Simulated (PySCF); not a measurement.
C3H5ClOSi, SMILES C1O[Si@@H](CC=1)Cl. Heavy atoms are numbered as in [Cl:1][Si@@H:2]1[CH2:3][CH:4]=[CH:5][O:6]1. Hydrogens are named by the atom that carries them.

Geometry optimised at B3LYP-D3(BJ)/def2-SVP. The structure was generated by enumeration; whether it is a known compound was not checked. Other conformers were not sampled.

Method: r2SCAN/def2-TZVP in PySCF.

Atomic charges (e), one atom of each kind:

```
atom       Löwdin  Mulliken
---------  ------  --------
Cl1          0.22         …
Si2 (SiH)   -0.02      0.60
C3 (CH2)    -0.35     -0.29
C4 (CH)     -0.23         …
C5 (CH)     -0.26      0.07
O6           0.11     -0.38
H on Si2    -0.04     -0.02
H on C3      0.15         …
H on C4      0.14         …
H on C5      0.13         …
```

### Question
What belongs in the gaps? (Estimate from the structure and the level; the computed values follow.)

### Answer

- Cl1, Mulliken: -0.25
- C4 (CH), Mulliken: -0.22
- H on C3, Mulliken: 0.12
- H on C4, Mulliken: 0.12
- H on C5, Mulliken: 0.13

Computed Mayer and Wiberg (Löwdin basis) orders of the bonds:
```csv
bond,Mayer,Wiberg
Cl1–Si2,1.15,1.82
Si2–C3,0.99,1.08
C3–C4,0.96,1.24
C4–C5,1.84,2.02
Si2–O6,1.07,1.36
C5–O6,1.03,1.58
```
